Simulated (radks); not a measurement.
Numerical settings for neutral lithium, [He] 2s1. All-electron calculation, scalar-relativistic Kohn-Sham, PBE, spin-polarised, spherical densities, point nucleus; open shells are filled with parallel spins first. Program: a radial shooting solver on a logarithmic mesh with Libxc functionals. The defaults (mesh step 0.008 in ln r, mesh end at 40 bohr or more with all orbitals vanishing there, Anderson mixing 0.5 over 9 steps, residual threshold near 1e-9 with the energy settled to 1e-9 hartree or 1e-11 of itself, here a cap of 73 iterations) give E = -7.4630 hartree and 2s at -3.228 eV in 14 iterations. Run on one thread of a shared host, so times are rough (Arm Neoverse N1): 0.09 s of CPU time, 0.09 s wall, 14 iterations on 2496 mesh points. Changes against that run (0 stands for a change within the tolerance of the run):

setting	iterations	converged	E (mhartree)	e(2s) (meV)	CPU (s)
mesh step in ln r 0.2	73	no	-4.16e+04	-	0.12
mesh step in ln r 0.003	20	yes	0	0	0.28
mesh step in ln r 0.03	14	yes	0	0	0.03
mesh end (bohr) 8	14	yes	+6.91	+386	0.08
mesh end (bohr) 12	14	yes	+0.212	+20.8	0.08
residual threshold 1e-13	21	yes	0	0	0.12
residual threshold 0.1	8	yes	0	-0.0103	0.05
mixing 1	12	yes	0	0	0.08
linear mixing, mixing 1	15	yes	0	0	0.08
linear mixing, mixing 0.2	73	no	0	0	0.34
mixing history 20	17	yes	0	0	0.1
iteration cap 5	5	no	+0.000676	+1.62	0.03

Settings that end as converged yet miss the energy by more than 1 mhartree: mesh end (bohr) 8 (+0.00691 hartree). A mesh that ends early acts as a hard wall.
